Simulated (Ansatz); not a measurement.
One change: `C=C1C[SiH2]1` becomes `C=C1[SiH2]C1Br`.

Ansatz, PBE0-D4/def2-TZVP geometries, multiplicity 1. 

Scalar relativity is left out up to krypton.

| property | `C=C1C[SiH2]1` |
| --- | --- |
| zero-point energy (PBE0-D4/def2-TZVP) / kJ/mol | 194.5 |
| ideal-gas entropy at 298 K and 1 bar (rigid rotor, harmonic PBE0-D4/def2-TZVP) / J/(mol·K) | 297 |
| LUMO energy (B3LYP/def2-TZVPP) / eV | -0.76 |
| size of the dipole moment (ωB97M-V/def2-TZVPP) / D | 0.23 |
| HOMO–LUMO gap (B3LYP/def2-TZVPP) / eV | 6.32 |
| HOMO–LUMO gap (PBE/def2-TZVPP) / eV | 4.57 |

(1) What does the change do to each property? (Best estimate.)

Answers

(1) The calculation gave: 
| property | `C=C1[SiH2]C1Br` | shift |
| --- | --- | --- |
| zero-point energy (PBE0-D4/def2-TZVP) / kJ/mol | 170.8 | -23.7 |
| ideal-gas entropy at 298 K and 1 bar (rigid rotor, harmonic PBE0-D4/def2-TZVP) / J/(mol·K) | 343 | 46 |
| LUMO energy (B3LYP/def2-TZVPP) / eV | -1.68 | -0.92 |
| size of the dipole moment (ωB97M-V/def2-TZVPP) / D | 2.05 | 1.82 |
| HOMO–LUMO gap (B3LYP/def2-TZVPP) / eV | 5.22 | -1.10 |
| HOMO–LUMO gap (PBE/def2-TZVPP) / eV | 3.53 | -1.04 |

With PBE0 the HOMO rises by 0.17 eV and the LUMO falls by 0.93 eV, so the gap narrows by about 1.10 eV. PBE moves the HOMO by 0.16 eV and ωB97M-V by 0.20 eV. Dipoles are sizes alone; their direction can turn.

B3LYP here is the variant with VWN-RPA as its local correlation; programs differ in this.

Spin–orbit coupling is left out; it splits and shifts lone-pair levels of the heavy atoms by tenths of an eV.
